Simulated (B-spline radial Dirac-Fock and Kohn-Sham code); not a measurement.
# Dipole and non-dipole photoemission parameters of Cr³⁺ 2s

System: the Cr³⁺ ion in the configuration 1s2 2s2 2p6 3s2 3p6 3d3; threshold 732.0 eV (orbital energy of the model). Level of theory: Dirac-Hartree-Slater photoionisation with a Latter tail; cross sections with all multipoles, angular parameters from the dipole term and its interference with E2; a radial finite-basis atomic code.

For linearly polarised light dσ/dΩ = σ/(4π) [1 + β P₂(cos θ) + (δ + γ cos²θ) sin θ cos φ], with θ from the polarisation vector and φ the angle between the beam and the projection of the electron momentum on the plane normal to the polarisation.

```tsv
hν (eV)	σ (kb)	β	γ
871	128	2.000	0.267
872	?	?	?
1253.6	71.9	2.000	-0.046
1640	44.5	2.000	-0.033
1710	41.1	2.000	-0.020
2000	30.5	2.000	0.043
2570	18.4	2.000	0.192
2790	15.5	2.000	0.252
2984.4	13.4	2.000	0.305
4000	7.06	2.000	0.563
4310	5.96	2.000	0.636
4810	4.63	2.000	0.748
5414.7	3.51	2.000	0.877
11200	0.576	1.999	1.819
12600	0.423	1.999	2.000
```

Problem. Give the values at 872 eV.

Solution. σ = 128 kb, β = 2.000, γ = 0.265. For an s subshell δ is negligible.

Values without a named source are computed, but for edge energies of neutral atoms, which are taken from tables.
